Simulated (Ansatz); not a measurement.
Molecule: C2H6Br2O2Si, net charge 0, singlet state. 
Coordinates optimised at B3LYP-D3(BJ)/def2-TZVP (Ansatz, a first-principles code):
SMILES: CO[Si](Br)(Br)OC
```xyz
13

C     -2.0439     1.8520     0.2770
O     -0.6516     1.6721     0.5181
Si     0.2176     0.3354     0.2461
Br    -0.5024    -1.3493     1.4832
Br     0.0279    -0.2132    -1.9106
O      1.7598     0.5966     0.6318
C      2.6087     1.5843     0.0463
H     -2.2743     1.7030    -0.7797
H     -2.2960     2.8717     0.5617
H     -2.6306     1.1540     0.8776
H      2.7075     1.4180    -1.0282
H      2.2131     2.5855     0.2249
H      3.5856     1.4911     0.5164
```
Charge 0, spin multiplicity 1.

Wanted: vertical triplet-singlet gap (E(triplet) - E(singlet); each state is the SCF solution reached for its spin; for the triplet the Hartree-Fock reference is unstable and T1 is 0.023), in kcal/mol. Valence correlation only, unless marked. UHF or UKS for open shells. No spin-orbit coupling. The frozen core is the preceding noble-gas configuration, with the filled d and f shells of earlier blocks. No relativistic terms. Basis-set limits of correlation are two-point, X^-3; Hartree-Fock from the larger set.

```json
[
 {"level": "SVWN5/def2-TZVPD", "program": "Ansatz", "vertical triplet-singlet gap (kcal/mol)": "132.3"},
 {"level": "PBE/def2-TZVPD", "program": "Ansatz", "vertical triplet-singlet gap (kcal/mol)": "131.7"},
 {"level": "BHLYP/def2-TZVPD", "program": "Ansatz", "vertical triplet-singlet gap (kcal/mol)": "154.6"},
 {"level": "CAM-B3LYP/def2-TZVPD", "program": "Ansatz", "vertical triplet-singlet gap (kcal/mol)": "152.0"},
 {"level": "B2PLYP/def2-TZVPD", "program": "Ansatz", "vertical triplet-singlet gap (kcal/mol)": "150.6"},
 {"level": "RI-MP2/CBS(def2-TZVPPD,def2-QZVPPD)", "program": "Ansatz", "vertical triplet-singlet gap (kcal/mol)": "166.6"}
]
```
